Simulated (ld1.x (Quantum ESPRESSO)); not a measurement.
W (Z = 74), TM: configuration errors across variants

ld1.x (Quantum ESPRESSO) 7.5 input, shortened:

```
&input
   title='W', zed=74., rel=2, dft='PBE', iswitch=3,
   config='[Xe] 4f14 5d4 6s1.5 6p0', rel_dist='average'
 /
 &inputp
   pseudotype=2, tm=.true., lloc=2,
   nlcc=.false.
 /
3
5S  1  0   2.00   0.00  1.55  1.55  0.0
5P  2  1   6.00   0.00  1.45  1.45  0.0
5D  3  2   4.00   0.00  2.05  2.05  0.0
 &test
   configts(1)='5s2 5p6 5d4 6s1.5 6p0'
 /
```

Open shells are filled in proportion to 2j + 1 (rel_dist='average').

Occupied shells without a wave of their own: 6s. They enter only through the test configuration that unscreens the potential.

All-electron excitation energies from the reference (eV): (1) 5s2 5p6 5d4 6s2 6p0 -3.636; (2) 5s2 5p6 5d4 6s1 6p0 5.253; (3) 5s2 5p6 5d4 6s0 6p0 20.934; (4) 5s1 5p6 5d4 6s2 6p0 81.656; (5) 5s2 5p6 5d3 6s2 6p0 5.198; (6) 5s2 5p6 5d4 6s1 6p1 0.821; (7) 5s2 5p6 5d4.5 6s1.5 6p0 -2.943.

For the base: The 6s level has no wave, so the channel is fitted at the deeper level alone: the likely source of the large errors.

2 further variants failed, have other tests or too few solved ones, and are left out.

The file “base” misses its own reference levels by 0.6 eV. The file “wave 5s (bound): rc 1.55 bohr becomes 5s (bound): rc 1.42 bohr” misses its own reference levels by 0.6 eV. The file “wave 5s (bound): rc 1.55 bohr becomes 5s (bound): rc 1.58 bohr” misses its own reference levels by 0.6 eV. The file “wave 5s (bound): rc 1.55 bohr becomes 5s (bound): rc 1.74 bohr” misses its own reference levels by 0.5 eV. The file “wave 5s (bound): rc 1.55 bohr becomes 5s (bound): rc 1.96 bohr” misses its own reference levels by 0.5 eV. The file “wave 5s (bound): rc 1.55 bohr becomes 5s (bound): rc 2.34 bohr” misses its own reference levels by 0.7 eV.

Errors AE − PS in meV (a dash: test not solved or not reliable):

| change | (1) | (2) | (3) | (4) | (5) | (6) | (7) | bound ghosts |
| --- | --- | --- | --- | --- | --- | --- | --- | --- |
| base | -251 | +311 | +1140 | -650 | -341 | +277 | -3.6 | none |
| wave 5s (bound): rc 1.55 bohr becomes 5s (bound): rc 1.42 bohr | -253 | +313 | +1149 | -605 | -344 | +279 | -3.6 | none |
| wave 5s (bound): rc 1.55 bohr becomes 5s (bound): rc 1.58 bohr | -251 | +311 | +1140 | -650 | -341 | +277 | -3.6 | none |
| wave 5s (bound): rc 1.55 bohr becomes 5s (bound): rc 1.74 bohr | -204 | +252 | +923 | -645 | -274 | +228 | -4.0 | none |
| wave 5s (bound): rc 1.55 bohr becomes 5s (bound): rc 1.96 bohr | -48 | +57 | +198 | -468 | -48 | +61 | -5.1 | none |
| wave 5s (bound): rc 1.55 bohr becomes 5s (bound): rc 2.34 bohr | +324 | -407 | -1531 | +101 | +468 | -342 | -8.3 | none |

(1) Give the same row for: wave 5s (bound): rc 1.55 bohr becomes 5s (bound): rc 2.16 bohr.

Answers

(1) +156, -197, -749, -163, +238, -159, -6.7; bound ghosts: none.
